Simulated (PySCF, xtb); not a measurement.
C₃H₈FNSi, SMILES C/C=N/[C@H](F)[SiH3]. The values are those of a single conformer.

Harmonic wavenumbers (cm⁻¹) from GFN2-xTB in xtb 6.7.1 at its own minimum, in rising order: 92, 101, 127, 182, 192, 222, 353, 383, 510, 550, 664, 700, 745, 766, 773, 857, 905, 935, 1028, 1110, 1136, 1149, 1263, 1343, 1390, 1462, 1463, 1746, 2287, 2292, 2311, 2895, 2909, 3004, 3017, 3061.

Task: What does ωB97X-D3(BJ)/def2-SVP in PySCF give at its own minimum? (An estimate is asked for; the answer gives what the named calculation found.)

Result: 95, 141, 160, 195, 222, 253, 364, 421, 537, 643, 713, 782, 905, 917, 934, 955, 964, 1041, 1104, 1135, 1163, 1250, 1345, 1378, 1424, 1456, 1461, 1824, 2268, 2275, 2279, 3065, 3089, 3113, 3148, 3194. Paired by order, the mean absolute difference is 68 cm⁻¹ and the zero-point energies are 62.8 and 66.1 kcal/mol.
